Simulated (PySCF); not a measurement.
# Electron correlation in F³⁺ (fluorine, charge +3)

[He] 2s2 2p2, high-spin 3P determinant. Calculation: PySCF 2.14, in pcseg-2 (4s3p2d1f, 30 functions); the non-relativistic Hamiltonian (point nucleus). Frozen: 1s2; 4 electrons correlated.

MP2 pair energies summed by pair of shells (mhartree):

```csv
pair,energy,share (%)
2s-2p,-42.31,59.4
2s-2s,-21.92,30.8
2p-2p,-6.97,9.8
```

Total MP2 correlation energy: -71.20 mhartree.

Same-spin part -11.44 and opposite-spin part -59.77 mhartree; SCS-MP2 scales them by 1/3 and 6/5 to -75.53 mhartree.

```csv
level,correlation energy (mhartree)
CCSD,-93.65
(T),-0.98
CCSD(T),-94.63
```

Diagnostics: T1 = 0.0035, D1 = 0.0077, largest double amplitude 0.122.

Problem. Is a single reference adequate?

Solution. Mostly. T1 lies below 0.03, but a double amplitude of this size points to a near-degeneracy that CCSD handles and MP2 describes poorly.
